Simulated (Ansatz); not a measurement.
`CC1=N[CH]1[SnH3]` + HI → `[SnH3][I]` + `CC1=NC1` at 298.15 K and 1 bar (ligand exchange at the Sn–C bond).

Computed with Ansatz on PBE0-D4/def2-TZVP structures; ΔE is electronic, products minus reactants. CCSD(T)/CBS adds triple-zeta CCSD(T) − MP2 to the extrapolated MP2 energy (def2 sets, frozen cores). def2 core potentials past Kr. For I, Sn outer-core shells are correlated without core-valence functions, which leaves a few kJ/mol of doubt a bond.

| species | CCSD(T)/CBS energy (Eh) | H − E (kJ/mol) | S (J/(mol·K)) |
| --- | --- | --- | --- |
| `CC1=N[CH]1[SnH3]` | -386.99390 | 241.0 | 369.4 |
| HI | -298.03592 | 22.7 | 206.5 |
| `[SnH3][I]` | -513.29032 | 68.1 | 295.8 |
| `CC1=NC1` | -171.79280 | 207.9 | 281.4 |

H − E and S are ideal-gas, rigid-rotor, harmonic terms from PBE0-D4/def2-TZVP, for one conformer and one mirror image of each species. 1 Eh = 2625.50 kJ/mol, R = 8.31446 J/(mol·K).

Q: By hand: ΔE, ΔH, ΔS and ΔG.

A: ΔE = (-513.29032) + (-171.79280) − (-386.99390) − (-298.03592) = -0.05330 Eh = -139.9 kJ/mol. Δ(H − E) = 68.1 + 207.9 − 241.0 − 22.7 = 12.3, so ΔH = -127.6 kJ/mol. ΔS = 295.8 + 281.4 − 369.4 − 206.5 = 1.3 J/(mol·K). ΔG = -127.6 − 298.15 × (1.3)/1000 = -128.0 kJ/mol.

Q: By hand: the equilibrium constant, and the temperature at which ΔG would vanish if ΔH and ΔS stayed fixed.

A: log₁₀ K = −ΔG/(RT ln 10) = 22.4. ΔH and −TΔS have one sign here, so there is no such temperature. One of them is within its doubt of zero, so this could turn.

The number of gas molecules stays the same, so ΔS is small and ΔH decides. A doubt of 5 kJ/mol in ΔE shifts log₁₀ K by 0.9 here. Other conformers and mirror images would add mixing entropy, several J/(mol·K) or more a flexible species. Modes under 60 cm⁻¹, often nearly free rotors, make the harmonic entropy too high. These are equilibria of isolated gas molecules and say nothing of rates. Largest T1 diagnostic: 0.013 (customary marks: 0.02 for closed shells, 0.045 for open ones).
